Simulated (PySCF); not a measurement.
C3H10BPSi.
Bonds: B1–P2, P2–Si3, Si3–C4, C4–C5 (double), C4–C6. Hydrogens: H7, H8 on B1; H9 on P2; H10, H11 on Si3; H12, H13 on C5; H14, H15, H16 on C6.

Computed with PBE0-D3(BJ)/def2-SVP geometry optimisation, gas phase (PySCF 2.14.0).

Task: Give the optimised bond lengths and angles.

Result: 
| bond | length (pm) |
| --- | --- |
| B1–P2 | 184.8 |
| P2–Si3 | 225.1 |
| Si3–C4 | 187.5 |
| C4=C5 | 134.1 |
| C4–C6 | 150.1 |
| B1–H7, B1–H8 | 120.7 |
| P2–H9 | 141.9 |
| Si3–H10, Si3–H11 | 149.5 |
| C5–H12 | 109.4 |
| C5–H13 | 109.7 |
| C6–H14, C6–H15, C6–H16 | 110.2 |

Bonds in one row agree within 1 pm and their mean is given. A selection of angles:
| angle | degrees |
| --- | --- |
| P2–B1–H7 | 118.1 |
| P2–B1–H8 | 120.5 |
| H7–B1–H8 | 121.0 |
| B1–P2–Si3 | 107.9 |
| B1–P2–H9 | 107.7 |
| Si3–P2–H9 | 106.2 |
| P2–Si3–C4 | 106.3 |
| P2–Si3–H10 | 106.1 |
| P2–Si3–H11 | 113.2 |
| C4–Si3–H10 | 111.8 |
| C4–Si3–H11 | 110.3 |
| H10–Si3–H11 | 109.0 |
| Si3–C4–C5 | 118.8 |
| Si3–C4–C6 | 118.3 |
| C5–C4–C6 | 122.8 |
| C4–C5–H12 | 122.1 |
| C4–C5–H13 | 121.4 |
| H12–C5–H13 | 116.5 |
| C4–C6–H14 | 111.6 |
| H14–C6–H15 | 108.3 |
| H15–C6–H16 | 106.3 |

Dihedral angles: B1–P2–Si3–C4 69° (synclinal); P2–Si3–C4–C5 -118° (anticlinal). The mirror-image conformer, all signs reversed, is as good.

P2 (three-coordinate phosphorus) is pyramidal (angles 107.9°, 107.7° and 106.2°, sum 321.8°, 0.65 Å off the plane of its three neighbours). Si3 (SiH2 silicon) is distorted tetrahedral (angles from 106.1° to 113.2°). B1 (three-coordinate boron) is planar (angles 121.0°, 120.5° and 118.1°, sum 359.6°, 0.05 Å off the plane of its three neighbours). Of the pairs four or more bonds apart, H13···H14 is among the closest relative to their van der Waals radii: 2.42 Å, 101 % of the sum of Bondi's values. The C–C distances run from 1.341 Å (C4=C5, drawn double) to 1.501 Å (C4–C6, drawn single), a spread of 0.160 Å.

Point group: C1 (no symmetry element, even within 0.4 Å). PBE0-D3(BJ)/def2-SVP frequencies: not computed here. One conformer, not necessarily the lowest (H–B1–P2–Si3 -44° and 143°, B1–P2–Si3–C4 69°, P2–Si3–C4–C5 -118°).
